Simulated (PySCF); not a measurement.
Geometries of 2 isomers of C2H7FOSi, from PBE0-D3(BJ)/def2-SVP geometry optimisation, gas phase in PySCF. One conformer each, no zero-point energy, no frequencies.

Question: Which isomer lies lower at this level?
A.
```xyz
12
angstrom
O      1.639    0.945    1.134
Si     1.389   -0.178   -0.067
C     -0.396   -0.801   -0.010
C     -1.407    0.283   -0.306
F     -1.114    1.425    0.431
H      0.876    1.527    1.241
H      1.638    0.385   -1.434
H      2.328   -1.309    0.174
H     -0.576   -1.238    0.987
H     -0.516   -1.619   -0.742
H     -2.436   -0.015   -0.045
H     -1.386    0.567   -1.372
```
B.
```xyz
12
angstrom
C     -1.827   -0.077    0.672
C     -0.441    0.516    0.604
O      0.479   -0.485    0.218
Si     2.025   -0.228   -0.275
F      2.932    0.301    0.963
H     -1.858   -0.899    1.402
H     -2.561    0.686    0.974
H     -2.123   -0.479   -0.308
H     -0.150    0.926    1.588
H     -0.417    1.356   -0.116
H      2.080    0.835   -1.317
H      2.556   -1.535   -0.723
```

Answer: B. That is `CCO[SiH2]F`, 30.7 kcal/mol below the other.

```json
{"SMILES": "CCO[SiH2]F", "atoms numbered as above": "[CH3:1][CH2:2][O:3][SiH2:4][F:5]", "E (Eh)": "-544.39696", "relative (kcal/mol)": "0.0", "relative (kJ/mol)": "0.0", "dipole (D)": "1.64"}
{"SMILES": "O[SiH2]CCF", "atoms numbered as above": "[OH:1][SiH2:2][CH2:3][CH2:4][F:5]", "E (Eh)": "-544.34807", "relative (kcal/mol)": "30.7", "relative (kJ/mol)": "128.4", "dipole (D)": "2.78"}
```

As drawn, the lower has an Si–F bond, which the higher lacks; the higher has an O–H bond and an Si–C bond, which the lower lacks.
